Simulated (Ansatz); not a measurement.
**Counterpoise correction, worked out**

The pair of Li⁺ (SMILES [Li+], atom 1) and H2S (SMILES S, atoms 2–4), both closed shells, in one local arrangement (a lower one may exist), relaxed at PBE0-D4/def2-TZVP:

```xyz
4
angstrom
Li -1.2987 1.4435 0.3760
S 0.2291 -0.4008 0.4493
H 1.2742 0.0983 -0.2370
H -0.2045 -1.1410 -0.5882
```

Program: Ansatz 0.2.0. Basis: def2-TZVPPD. Cores are frozen in the correlated methods. The outer core shell of Li, Na, Mg and K is correlated.

MP2 total energies in eV:

| system | geometry | basis functions | energy |
| --- | --- | --- | --- |
| pair | pair | all | -11053.34586 |
| Li⁺ | as in the pair | all (partner as ghosts) | -197.72832 |
| H2S | as in the pair | all (partner as ghosts) | -10854.65346 |
| Li⁺ | as in the pair | its own | -197.72650 |
| H2S | as in the pair | its own | -10854.64148 |
| Li⁺ | free (PBE0-D4 minimum) | its own | -197.72650 |
| H2S | free (PBE0-D4 minimum) | its own | -10854.64590 |

Task: Work out the interaction energy with and without the counterpoise correction, the superposition error, and the binding energy from the relaxed fragments.

Result: Without correction: -11053.34586 − (-197.72650) − (-10854.64148) = -0.97788 eV.
With correction (each fragment in the whole basis): -11053.34586 − (-197.72832) − (-10854.65346) = -0.96408 eV = -22.23 kcal/mol.
The superposition error is the difference, 0.01380 eV, 1 % of the uncorrected value: each fragment borrows its partner's functions.
Deformation from the free shapes: 0.00000 eV for Li⁺ and 0.00442 eV for H2S.
Binding energy from relaxed fragments: -0.96408 + 0.00000 + 0.00442 = -0.95966 eV = -22.13 kcal/mol (electronic, without zero-point energy; negative means bound). For comparison, the corrected interaction energy by CCSD(T) at an estimated basis limit (MP2 extrapolated from triple and quadruple zeta, plus CCSD(T) − MP2 in triple zeta) is -0.995 eV.

T1 diagnostic: at most 0.011.

For scale, one of the runs: CCSD(T)/def2-TZVPPD, 107 basis functions, launched by `ansatz run in.yaml --threads 2 --pin off --events-out ev --progress --plain --max-ram 5222MiB`. The run took about 1.2 s on 2 CPU threads of an Intel Xeon 6975P-C (shared host).
